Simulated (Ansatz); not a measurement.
Coupled-cluster diagnostics for the cluster Rb2Br (the lowest doublet isomer of a short search), Ansatz.

Geometry of the doublet (PBE0-D4/def2-TZVP):

```
atom   x (Å)   y (Å)   z (Å)
 Rb1  -1.302  -1.932  -0.075
 Rb2  -0.060   2.257  -0.580
 Br3   1.363  -0.325   0.655
```

In the def2 sets Rb takes a core potential; there is no spin–orbit coupling. Correlated methods freeze 9 core orbitals; core or outer-core shells of Rb, Br are correlated, in sets that lack core-valence functions. In the quartet geometry the species has come apart into loosely held pieces. The structure comes from a short search, and lower isomers may exist.

Geometry of the charge 0 quartet (PBE0-D4/def2-TZVP):

```
atom    x (Å)    y (Å)    z (Å)
 Rb1  -0.9208   0.7407  -2.8337
 Rb2  -0.5925   1.2314   2.7494
 Br3   1.5134  -1.9720   0.0843
```

Estimate the CCSD(T) correlation energy, the shares of MP2 and (T), T1 and the reference's ⟨S²⟩ for: charge 0, doublet, own geometry in def2-TZVPP; charge 0, doublet, own geometry in def2-TZVPD; charge 0, quartet, own geometry in def2-TZVPP; charge 1, singlet, vertical in def2-TZVPP; charge -1, singlet, vertical in def2-TZVPD; and the rough time on 4 threads of Arm Neoverse V2 on a shared host.


```
                          state       basis  correlation (eV)  MP2 share (%)  (T) share (%)     T1  ⟨S²⟩ (pure)  wall time                            remarks
charge 0, doublet, own geometry  def2-TZVPP           -13.923           92.4            2.6  0.015  0.75 (0.75)       21 s                                  –
charge 0, doublet, own geometry  def2-TZVPD           -12.299           93.3            2.7  0.016  0.75 (0.75)       19 s                                  –
charge 0, quartet, own geometry  def2-TZVPP           -13.177           90.9            2.3  0.013  3.76 (3.75)       21 s                                  –
    charge 1, singlet, vertical  def2-TZVPP           -13.647           92.6            2.5  0.006  0.00 (0.00)      4.9 s                                  –
   charge -1, singlet, vertical  def2-TZVPD           -13.106           92.2            3.2  0.024  0.00 (0.00)       22 s  large T1, restricted SCF unstable
```
Customary marks for T1 are 0.02 (closed shells), 0.045 (open shells) and about 0.05 (3d metals). T1 exceeds 0.02 in 1 of 5 rows and 0.045 in 0; the higher it lies, the less the single-reference result can be trusted.
